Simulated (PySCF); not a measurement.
CH₇FN₂Si.

```xyz
12

C      2.1848     0.0281     0.9581
N      1.0553    -0.5180     0.2329
Si    -0.4970     0.1775     0.0829
N     -1.5918    -1.0845    -0.2979
F     -0.7024     1.2273    -1.1532
H      1.8342     0.8028     1.6580
H      2.6984    -0.7424     1.5603
H      2.9399     0.5004     0.3015
H      1.2926    -1.2700    -0.4091
H     -0.6986     1.0067     1.3033
H     -2.4586    -0.8781    -0.7835
H     -1.6816    -1.9019     0.2953
```

Geometry optimised at r2SCAN-D4/def2-SVP. The structure was generated by enumeration; whether it is a known compound was not checked. Other conformers were not sampled.

Level of theory: HF/pcSseg-1 in PySCF. Non-relativistic, no solvent.

Task: Give the absolute GIAO shielding of each atom: isotropic value and principal components (ppm). (The exact figures need the calculation; the answer reports its results.)

Result: 
```json
[
 {"atom": "C1", "σ(iso)": "164.2", "σ11": "142.9", "σ22": "159.6", "σ33": "190.0", "span": "47.1"},
 {"atom": "N2", "σ(iso)": "239.1", "σ11": "214.0", "σ22": "220.8", "σ33": "282.4", "span": "68.5"},
 {"atom": "Si3", "σ(iso)": "429.3", "σ11": "402.8", "σ22": "421.7", "σ33": "463.4", "span": "60.6"},
 {"atom": "N4", "σ(iso)": "253.4", "σ11": "217.6", "σ22": "269.0", "σ33": "273.6", "span": "56.0"},
 {"atom": "F5", "σ(iso)": "357.5", "σ11": "317.4", "σ22": "340.1", "σ33": "414.8", "span": "97.4"},
 {"atom": "H6", "σ(iso)": "29.2", "σ11": "24.8", "σ22": "27.9", "σ33": "34.8", "span": "10.1"},
 {"atom": "H7", "σ(iso)": "29.2", "σ11": "23.7", "σ22": "27.0", "σ33": "36.8", "span": "13.0"},
 {"atom": "H8", "σ(iso)": "29.1", "σ11": "23.5", "σ22": "27.0", "σ33": "36.8", "span": "13.3"},
 {"atom": "H9", "σ(iso)": "31.0", "σ11": "21.9", "σ22": "29.9", "σ33": "41.2", "span": "19.3"},
 {"atom": "H10", "σ(iso)": "27.6", "σ11": "24.5", "σ22": "25.5", "σ33": "32.8", "span": "8.3"},
 {"atom": "H11", "σ(iso)": "30.9", "σ11": "23.2", "σ22": "26.3", "σ33": "43.1", "span": "20.0"},
 {"atom": "H12", "σ(iso)": "31.1", "σ11": "23.5", "σ22": "27.1", "σ33": "42.8", "span": "19.3"}
]
```
